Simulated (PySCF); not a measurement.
# What a mistake does to a calculation on FH2O2Si cation

Calculated results; nothing here was measured. They come from PySCF 2.14.0, an open-source quantum chemistry program, on an isolated molecule that a program drew, which may never have been made. The molecule is FH2O2Si cation (charge +1, singlet), drawn as the SMILES string `O[Si+](O)F`.

Each row is a Hartree-Fock (HF) and frozen-core CCSD(T) single point in the cc-pV(D+d)Z basis, meant for a local HF minimum. Run 1 is clean. Each other run has one planted mistake out of seven kinds, and not every kind appears here: one electron removed, one electron added, multiplicity raised by two, geometry at a saddle point, minimal basis STO-3G, one bond length entered in bohr, all coordinates scaled. The reference is restricted for singlets and unrestricted otherwise, and also for a bond in bohr. Adding or removing an electron swaps singlet and doublet. Electrons count all cores. HOMO and LUMO are orbital energies over both spins, the gradient is its largest component, and the lowest frequency (negative if imaginary) is given only where the gradient is small. Bond lengths are over the 5 bonds as drawn. T1 is the CCSD diagnostic: over 0.02 (restricted) or 0.045 (unrestricted) a single reference is doubtful.

Geometry of the clean run:
```xyz
6
FH2O2Si cation, angstrom
O    -2.9871    0.0778    0.5529
Si   -1.5864    0.4451    0.0128
O    -0.4513    0.9909    0.9033
F    -1.2551    0.2764   -1.4827
H    -3.7657   -0.2630    0.1185
H    -0.4162    1.1772    1.8384
```

| run | electrons | basis functions | <S^2> | HOMO (eV) | LUMO (eV) | gradient (hartree/bohr) | lowest frequency (cm^-1) | mean bond (Å) | longest bond (Å) | T1 | HF (hartree) | CCSD(T) (hartree) | mistake |
|---|---|---|---|---|---|---|---|---|---|---|---|---|---|
| 1 | 40 | 75 | 0.000 | -21.82 | -3.76 | 3.6e-05 | 318 | 1.3075 | 1.546 | 0.0140 | -539.13234 | -539.79334 | no fault |
| 2 | 40 | 75 | 0.000 | -21.43 | -4.33 | 5.3e-02 | - | 1.3650 | 1.614 | 0.0161 | -539.11724 | -539.79000 | all coordinates scaled |
| 3 | 40 | 75 | 2.009 | -12.55 | -9.37 | 1.8e-01 | - | 1.3075 | 1.546 | 0.0667 | -538.85484 | -539.49463 | multiplicity raised by two |
| 4 | 40 | 26 | 0.000 | -17.97 | -0.22 | 3.2e-02 | - | 1.3075 | 1.546 | 0.0193 | -532.32024 | -532.48786 | minimal basis STO-3G |
| 5 | 41 | 75 | 0.759 | -4.92 | 2.71 | 8.3e-02 | - | 1.3075 | 1.546 | 0.0363 | -539.29005 | -539.96759 | one electron added |
| 6 | 39 | 75 | 0.756 | -28.02 | -17.33 | 2.0e-01 | - | 1.3075 | 1.546 | 0.0697 | -538.41826 | -539.05091 | ? |

**Which mistake was planted in run 6, and what did it cost?**

It counts 39 electrons, one fewer than the clean run, at the same geometry and basis. So the mistake is: one electron removed. Subtracting run 1 and multiplying by 627.51 kcal/mol a hartree, the energy moved by 448.1 kcal/mol in HF and 465.9 kcal/mol in CCSD(T).

Cautions from the logs. Run 3: T1 is over the limit, so its CCSD(T) energy is less reliable; run 6: T1 is over the limit, so its CCSD(T) energy is less reliable.
